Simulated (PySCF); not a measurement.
Isomers of C3H7In. Method: PBE0-D3(BJ)/def2-SVP geometry optimisation, gas phase, def2 core potentials past Kr (PySCF). One conformer each; no zero-point energy, no entropy. No frequencies were run at this level. Point groups hold within 0.08 Å.

Question: Order them by energy at this level, lowest first, and give relative energies in kcal/mol.
A. `[InH2:1][CH:2]1[CH2:3][CH2:4]1` with H–In1–C2–C3 -34° and 146°
B. `[CH2:1]=[CH:2][InH:3][CH3:4]` with C1–C2–In3–C4 180°

Answer: B (0.0), A (3.8).

As drawn, the lower has a C=C bond outside aromatic rings, which the higher lacks; the higher has a three-membered ring, which the lower lacks.

```
          SMILES      E (Eh)  E rel (kcal/mol)  dipole (D)  point group      A, B, C (MHz)
C=[CH][InH][CH3]  -308.36779               0.0        0.58      near Cs  13711, 2154, 1884
  [InH2][CH]1CC1  -308.36178               3.8        0.72           Cs  14445, 1882, 1851
```

Question: As an exercise, what shares would exp(−E/RT) give at 2000 K from these electronic energies alone (no entropy, no degeneracies)?

Answer: RT = 3.974 kcal/mol: C=[CH][InH][CH3] 72.1 %, [InH2][CH]1CC1 27.9 %.
